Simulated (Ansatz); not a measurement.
C$_{4}$H$_{10}$AlFO (SMILES C[C](C)(C)[Al]([OH])[F]), singlet, geometry from GFN2-xTB (such geometries of metal compounds can be far from the true shape), with bond 9-6 at 1.8 times its length; CASSCF(4,5)/STO-3G (Ansatz, a quantum-chemistry and plane-wave program).

Ansatz was given this input:
Ansatz 0.2 input:
```yaml
crystal:
  periodic: [false, false, false]
  atoms:
    - {symbol: Al, position_ang: [0.70333886, -0.76535193, -0.15246834]}
    - {symbol: F, position_ang: [0.19869065, -2.18081332, -0.85561145]}
    - {symbol: O, position_ang: [2.26153151, -0.57019703, 0.32167187]}
    - {symbol: H, position_ang: [3.16670688, -0.48636659, 0.58331683]}
    - {symbol: C, position_ang: [-0.66528671, 0.71694112, 0.13355151]}
    - {symbol: C, position_ang: [-0.12346155, 2.04572784, -0.40160249]}
    - {symbol: C, position_ang: [-1.94910411, 0.33723140, -0.60698599]}
    - {symbol: C, position_ang: [-0.97181813, 0.89098499, 1.62612308]}
    - {symbol: H, position_ang: [-1.39265620, 3.49897856, -0.02940947]}
    - {symbol: H, position_ang: [0.03769522, 1.99643954, -1.47736453]}
    - {symbol: H, position_ang: [0.82436115, 2.29182016, 0.07415796]}
    - {symbol: H, position_ang: [-1.77003407, 0.26505946, -1.67910748]}
    - {symbol: H, position_ang: [-2.32037593, -0.62811519, -0.26376269]}
    - {symbol: H, position_ang: [-2.72567003, 1.08498411, -0.43602205]}
    - {symbol: H, position_ang: [-1.41060301, -0.01445568, 2.04202081]}
    - {symbol: H, position_ang: [-0.06354415, 1.11804743, 2.18185372]}
    - {symbol: H, position_ang: [-1.67581676, 1.71265676, 1.77243568]}
basis:
  gaussian:
    orbitals: STO-3G
hamiltonian:
  xc: hf
magnetization: {spin_polarized: false}
correlation: {active_space: {window: {electrons: 4, orbitals: 5}}}
```

The log (banner, timings and long lists left out):

```
Functional definition: HF
665 factors; integrals over basis functions are off by at most 4.9e-5 eV
mean field evaluation 1: about -15402.1342 eV, gradient 3.3e1 eV
mean field evaluation 2: about -15402.4226 eV, gradient 3.3e1 eV
mean field evaluation 4: about -15407.1304 eV, gradient 2.8e0 eV
mean field evaluation 8: about -15407.1730 eV, gradient 2.5e-4 eV
mean field -15407.17295470 eV, -566.2031627285 hartree, gradient 2.6e-6 eV, S^2 0.000000; 0 other end points of the search recorded, 0 dependent functions left out
reference -15407.17295470 eV, -566.2031627285 hartree; 32, 32 occupied and 17, 17 virtual orbitals, 665 factors
state -15409.94838186 eV, -566.3051577950 hartree
1 active orbitals were swapped for others, from the solution at -15409.93962290 eV, -566.3048359094 hartree to that at -15409.94838186 eV, -566.3051577950 hartree; typed "places" are swapped only where nearly empty or full, and so, without "given_window_search", are "orbital_numbers", "shells" and a window whose orbitals a file names under [Active]
Total energy: -15409.94838186 eV, -566.3051577950 hartree
```
